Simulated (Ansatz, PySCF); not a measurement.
Process, species as SMILES: O[Si](O)(O)F [fluoro(trihydroxy)silane] + 4 [H][H] (H2) → F (HF) + 3 O (H2O) + [SiH4] (SiH4)
Each molecule is optimised on its own at B3LYP-D3(BJ)/def2-TZVP (Ansatz, a quantum-chemistry and plane-wave program), one conformer each, not searched for the lowest. Frequencies are from Ansatz or PySCF.

Quantity: energy of full hydrogenation (0 K, with B3LYP-D3(BJ) harmonic zero-point energies), in eV. Cores are frozen in the correlated levels unless marked. Spin-orbit coupling is left out. Non-relativistic. CBS marks a two-point X^-3 extrapolation of the correlation energy; Hartree-Fock from the larger set.

CCSD(T)/CBS(cc-pV(T+d)Z,cc-pV(Q+d)Z) (Ansatz) gives 4.73 eV.

Another calculation gave 4.20 eV. Which level was it?
A) wB97X/def2-TZVPD (Ansatz)
B) r2SCAN/def2-TZVPD (Ansatz)
C) HSE06/def2-TZVPD (Ansatz)
D) PBE-QIDH/def2-TZVPD (Ansatz)

C, HSE06/def2-TZVPD (Ansatz). The others give 4.55 (PBE-QIDH), 4.35 (wB97X), 4.78 (r2SCAN) eV.
